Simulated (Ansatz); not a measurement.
# Predicting a hybrid from its neighbours: C3H9In

C3H9In: 13 atoms, total charge 0, spin state singlet. As SMILES, `[CH3][In]([CH3])[CH3]`. The shape is that of a PBE0-D4/def2-TZVP optimisation.

The HOMO–LUMO gap y, in eV, basis def2-SVP with a core potential; a is the functional's share of exact exchange. Programs: Ansatz 0.2.0.

| functional | program | a | y (eV) |
| --- | --- | --- | --- |
| revPBE | Ansatz | 0 | 4.33 |
| r2SCAN | Ansatz | 0 | 4.79 |
| B3LYP | Ansatz | 0.2 | ? |
| PBE0 | Ansatz | 0.25 | 6.19 |
| BHLYP | Ansatz | 0.5 | 7.86 |

Task: Fit y = c + s·a to the known rows and predict B3LYP.

Result: 
1. Means of the 4 rows: a = 0.1875, y = 5.793.
2. Σ(Δa)² = 0.17188, Σ(Δa·Δy) = 1.1331, so the slope is 1.1331/0.17188 = 6.5924.
3. Intercept: 5.793 − (6.5924) × 0.1875 = 4.557. The largest residual of the fit is 0.23.
4. B3LYP: 4.557 + (6.5924) × 0.2 = 5.88 eV.

The run gave 5.65 eV, so the prediction is off by +0.23 eV, within the largest residual. Exact exchange lowers occupied levels and raises empty ones. The rows mix families of semi-local functionals, which the line can't see.
